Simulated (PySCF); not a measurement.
Isomers of C7H14GeO, from PBE0-D3(BJ)/def2-SVP geometry optimisation, gas phase in PySCF. One conformer each, no zero-point energy, no frequencies.

Question: Which is lowest in electronic energy at this level?
A. `[CH3:1][C@@:2]1([O:3][GeH3:4])[CH2:5][C@H:6]2[CH2:7][C@@H:8]1[CH2:9]2` with C1–C2–O3–Ge4 -79°: A = 2382, B = 727.3, C = 665.0 MHz, dipole 1.09 D
B. `[CH3:1][CH:2]([CH3:3])[O:4][GeH:5]1[CH2:6][CH:7]=[CH:8][CH2:9]1` with C1–C2–O4–Ge5 148°, C2–O4–Ge5–C6 -169°: A = 2467, B = 707.5, C = 668.6 MHz, dipole 1.03 D
C. `[GeH3:1][O:2][C@@H:3]1[CH2:4][CH2:5][C@@H:6]2[CH2:7][C@@H:8]2[CH2:9]1` with Ge1–O2–C3–C4 -163°, O2–C3–C4–C5 172°, C3–C4–C5–C6 51°, C4–C5–C6–C7 51°, C5–C6–C7–C8 -109°: A = 3146, B = 499.2, C = 458.9 MHz, dipole 1.11 D
D. `[CH2:1]=[C:2]([CH2:3]/[CH:4]=[CH:5]\[CH2:6][CH3:7])[O:8][GeH3:9]` with C1–C2–C3–C4 -113°, C2–C3–C4–C5 -93°, C4–C5–C6–C7 -118°, C1–C2–O8–Ge9 8°: A = 1685, B = 541.9, C = 439.0 MHz, dipole 1.21 D

Answer: B. That is `CC(C)[O][GeH]1[CH2]C=C[CH2]1`, 10.6 kcal/mol below the next.

```
                             SMILES                                                          mapped SMILES       E (Eh)  relative (kcal/mol)  relative (kJ/mol)  dipole (D)
       CC(C)[O][GeH]1[CH2]C=C[CH2]1        [CH3:1][CH:2]([CH3:3])[O:4][GeH:5]1[CH2:6][CH:7]=[CH:8][CH2:9]1  -2426.23329                  0.0                0.0        1.03
[GeH3][O][C@@H]1CC[C@@H]2C[C@@H]2C1  [GeH3:1][O:2][C@@H:3]1[CH2:4][CH2:5][C@@H:6]2[CH2:7][C@@H:8]2[CH2:9]1  -2426.21641                 10.6               44.3        1.11
C[C@@]1([O][GeH3])C[C@H]2C[C@@H]1C2  [CH3:1][C@@:2]1([O:3][GeH3:4])[CH2:5][C@H:6]2[CH2:7][C@@H:8]1[CH2:9]2  -2426.20754                 16.2               67.6        1.09
             C=C(C/C=C\CC)[O][GeH3]       [CH2:1]=[C:2]([CH2:3]/[CH:4]=[CH:5]\[CH2:6][CH3:7])[O:8][GeH3:9]  -2426.18970                 27.4              114.5        1.21
```
